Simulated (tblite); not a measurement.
Species: C₅H₁₄N₂.
Numbering: `[CH3:1][CH2:2][CH2:3][N:4]([NH2:5])[CH2:6][CH3:7]` (hydrogens: H8, H9, H10 on C1; H11, H12 on C2; H13, H14 on C3; H15, H16 on N5; H17, H18 on C6; H19, H20, H21 on C7)

Cartesian coordinates in Å at the GFN2-xTB level; atoms count from 1:
```
atom  x, y, z in Å
C1     3.1301   -0.2231    0.3511
C2     1.7768    0.4612    0.4945
C3     0.6481   -0.4150   -0.0478
N4    -0.6599    0.1716    0.2135
N5    -0.8875    1.3725   -0.5026
C6    -1.7484   -0.7523   -0.0705
C7    -3.0703   -0.1785    0.4182
H8     3.1444   -1.1633    0.8978
H9     3.9207    0.4141    0.7402
H10    3.3432   -0.4328   -0.6954
H11    1.8022    1.4129   -0.0423
H12    1.5729    0.6726    1.5458
H13    0.8011   -0.5903   -1.1313
H14    0.6804   -1.3837    0.4564
H15   -0.5797    1.2918   -1.4780
H16   -0.3693    2.1221   -0.0578
H17   -1.8132   -0.9697   -1.1516
H18   -1.5325   -1.6863    0.4530
H19   -3.8785   -0.8773    0.2195
H20   -3.2731    0.7594   -0.0891
H21   -3.0163    0.0112    1.4861
```

Level: GFN2-xTB in tblite, geometry and Hessian alike; calculated harmonic values, unscaled, isolated species. Against measured fundamentals such values can be off by several per cent, at times by over 20. One conformer, not necessarily the lowest.

Harmonic wavenumbers (cm⁻¹): 66.8, 77.2, 113.9, 156.7, 197.7, 231.6, 285.3, 297.8, 340.0, 402.2, 426.4, 534.2, 790.2, 830.8, 867.4, 907.1, 938.2, 954.8, 1045.1, 1070.7, 1090.4, 1097.4, 1118.4, 1134.3, 1163.6, 1205.3, 1227.1, 1244.4, 1272.3, 1302.4, 1304.9, 1340.5, 1372.7, 1399.8, 1416.2, 1471.4, 1477.8, 1479.1, 1494.3, 1499.3, 1503.8, 1506.2, 1553.1, 2771.2, 2810.5, 2959.9, 2966.7, 2975.0, 2990.1, 3027.2, 3034.3, 3039.5, 3040.5, 3055.9, 3064.8, 3198.1, 3400.7.

A = 6563, B = 1176, C = 1074 MHz; mass 102.116 u (most abundant isotopes); point group C1, symmetry number 1.

Q: What is the zero-point energy?

A: Half the sum of the wavenumbers: 41772 cm⁻¹ = 119.43 kcal/mol.

Q: Give the ideal-gas entropy at 298.15 K and 1 bar in the rigid-rotor, harmonic-oscillator model (classical rotation).

A: Translation 39.81, rotation 28.05, vibration 26.30: S = 94.2 cal/(mol K).

Q: And Cp and H(298.15 K) − H(0)?

A: Cp = 35.60 cal/(mol K), of which vibrations give 27.65 (their classical limit is 57 R = 113.3); H(298.15 K) − H(0) = 6.58 kcal/mol without the zero-point energy, 4.21 from vibrations.

Q: What must be added to the electronic energy to get the Gibbs energy at 298.15 K and 1 bar?

A: ZPE + [H(298.15 K) − H(0)] − T·S = 119.43 + 6.58 − 28.07 = 97.94 kcal/mol.

Q: Blend soft modes into free rotors: weight 1/[1 + (100 cm⁻¹/ν̃)⁴] for the oscillator and the rest for a rotor with moment μB/(μ + B), μ = h/(8π²ν), B = 10⁻⁴⁴ kg m². What vibrational entropy results?

A: 24.66 cal/(mol K) in place of 26.30, which changes −T·S at 298.15 K by +0.49 kcal/mol.

Q: How do the functions run with temperature in this model?

A: 
```csv
T (K),S (cal/(mol K)),Cp (cal/(mol K)),H − H(0) (kcal/mol),G − H(0) (kcal/mol),ln q(vib)
100,66.4,18.3,1.25,-5.39,1.35
200,81.9,26.8,3.53,-12.85,3.77
300,94.4,35.8,6.64,-21.67,6.18
500,117.3,55.3,15.79,-42.87,10.93
800,148.3,76.5,35.80,-82.82,18.00
1000,166.4,86.1,52.10,-114.32,22.54
```

q(vib) and H(0) count from the zero-point level.

Hindered rotation and anharmonicity are outside this model. Other conformers, if any are populated, would add a mixing term that is left out. The structure is chiral; the term R ln 2 for an equal mix with its mirror image is left out.
